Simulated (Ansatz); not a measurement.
**Telling isomers of FH3NSn+ apart by their spectra**

These gas-phase data were calculated for one isomer of FH3NSn+ at r2SCAN-D4/def2-SVP (harmonic, unscaled wavenumbers; equilibrium rotational constants with average atomic masses):

```
rotational constants            : 7.958, 5.617, 3.352 GHz
all wavenumbers above 1500 cm⁻¹ : 3540, 3531, 3412, 1625, 1615
```

Candidates:

(1) `[NH2+]=[SnH][F]`, a singlet
(2) `[NH3+][Sn][F]`, a singlet

**Question.** Which candidate do the data belong to?

**Answer.** Candidate (2). 3 modes lie between 3250 and 3800 cm⁻¹, one for each N–H bond, while (1) has 2.

The same quantities for all candidates:

```tsv
	rotational constants (GHz)	wavenumbers above 1500 cm⁻¹	E above the lowest, r2SCAN-D4/def2-SVP (kcal/mol)
(1)	12.69, 5.732, 3.948	3654, 3524, 2024	65.8
(2)	7.958, 5.617, 3.352	3540, 3531, 3412, 1625, 1615	0.0
```

Each candidate is one conformer. Atoms past krypton carry core potentials. Programs: Ansatz 0.2.0.
